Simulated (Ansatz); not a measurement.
Consider the formal loss of a carbene: `OCB(O)O` → `[CH2]` (triplet) + `OB(O)O`.

Isolated molecules relaxed with PBE0-D4/def2-TZVP in Ansatz; ΔE leaves out vibrations. CBS: MP2 limit from def2 TZ/QZ plus the TZ coupled-cluster correction, frozen cores. This one scheme is used for every species. Triplets are unrestricted, without spin–orbit coupling. Each species was taken in one conformer, which may not be the lowest.

| species | MP2/CBS(def2) energy (Eh) |
| --- | --- |
| `OCB(O)O` | -291.43294 |
| `[CH2]` (triplet) | -39.07245 |
| `OB(O)O` | -252.25597 |

Problem. Work out ΔE.

Solution. ΔE = (-39.07245) + (-252.25597) − (-291.43294) = 0.10452 Eh = +274.4 kJ/mol. CCSD(T)/CBS gives +267.6 kJ/mol.

Largest T1 diagnostic among the species: 0.012.

In def2-TZVPP, CCSD(T) changes the Hartree–Fock value by +142.9 kJ/mol (the triples alone add +12.2 kJ/mol) and MP2 by +149.7 kJ/mol. The D4 term adds +8.7 kJ/mol with B3LYP and +4.7 kJ/mol with PBE0; it sums over pairs of atoms, weighted by their polarisabilities, and B3LYP, whose exchange is more repulsive, gets the larger term.

B3LYP here is the variant with VWN-RPA as its local correlation; programs differ in this.
